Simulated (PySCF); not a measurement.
## GaH + Cl₂ → GaCl + HCl

Level: B3LYP in the def2-TZVP basis family, all electrons, no relativity, computed in PySCF with density fitting; open shells unrestricted.

| species | state and structure | E (Eh) | ZPE (kJ/mol) | H(298 K) − H(0) (kJ/mol) | S° (J/(mol K)) |
| --- | --- | --- | --- | --- | --- |
| GaH | singlet, C∞v, Ga–H 1.689 Å | -1925.47298 | 9.4 | 8.7 | 199.7 |
| Cl₂ | singlet, D∞h, Cl–Cl 2.014 Å | -920.42200 | 3.2 | 9.2 | 223.0 |
| GaCl | singlet, C∞v, Ga–Cl 2.239 Å | -2385.20261 | 2.1 | 9.6 | 240.3 |
| HCl | singlet, C∞v, H–Cl 1.282 Å | -460.83511 | 17.6 | 8.7 | 186.7 |

(1) What is the electronic reaction energy?

(2) Add zero-point, thermal and entropy terms for 298.15 K and 1 bar.

Results:

(1) At B3LYP/def2-TZVP, ΔE = -374.8 kJ/mol from the differences of the total energies times 2625.5, downhill. 

(2) ΔZPE = 7.1 and Δ[H(298) − H(0)] = 0.4 kJ/mol give ΔH° = -367.3 kJ/mol. ΔS° = 4.3 J/(mol K), so ΔG° = -367.3 − 298.15 × (0.0043) = -369 kJ/mol.

Only the bonding shown was studied: isomers, or loss of a ligand pair, can lie lower.
